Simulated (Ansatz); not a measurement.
A nudged elastic band was laid between two geometries of F₄HOZr (7 atoms, charge 0, multiplicity 2).

Computed with UKS PBE0/def2-SVP in Ansatz 0.2.0.

```json
{
 "movable images": "5",
 "climbing image": "yes",
 "spring": "5.0 eV/Å²",
 "optimiser": "quadratic models (default)",
 "start path": "straight line",
 "force threshold": "0.03 eV/Å",
 "iteration limit": "55",
 "end points": "relaxed"
}
```

Image 0:

```xyz
7
Properties=species:S:1:pos:R:3
Zr -0.216 -0.207 0.503
F -1.232 -1.337 1.677
F 1.674 -0.334 0.756
F -0.861 1.561 0.228
F -0.482 -1.048 -1.181
O 0.015 0.571 2.791
H 0.589 -0.007 3.336
```

Image 6:

```xyz
7
Properties=species:S:1:pos:R:3
Zr -0.082 -0.290 0.502
F -1.025 -1.423 1.728
F 1.814 -0.378 0.673
F -0.861 1.439 0.308
F -0.412 -1.113 -1.177
O 0.285 0.736 2.706
H -0.231 0.228 3.370
```

Q: What changes between the two ends?

A: No bond is made or broken.

Q: What energy profile does the band end with?

A: The run converged. The highest image is number 5 of 0 to 6, 0.008 eV above the first end and 0.000 eV above the last; the last end lies 0.008 eV above the first. The top lies less than 8 meV above the higher end, about what the thresholds resolve: that end is a shoulder or a very shallow well. Another band between the same ends (5 images) ends at a top of the same energy, where a vibrational analysis finds 1 clearly imaginary mode.

```csv
image,path coordinate (Å),energy (eV)
0,0.00,0.000
1,0.19,0.002
2,0.38,0.001
3,0.57,0.004
4,0.75,0.007
5,0.94,0.008
6,1.04,0.008
```

Q: What is the geometry of the highest image?

A: 
```xyz
7
Properties=species:S:1:pos:R:3
Zr -0.102 -0.278 0.499
F -1.053 -1.409 1.720
F 1.793 -0.377 0.684
F -0.874 1.453 0.298
F -0.423 -1.100 -1.183
O 0.290 0.733 2.704
H -0.144 0.176 3.386
```

Run time: 3.2 min on 4 threads of Intel(R) Xeon(R) Platinum 8259CL CPU @ 2.50GHz (Skylake/Cascade Lake), with other jobs on the host, peak memory 0.41 GiB.
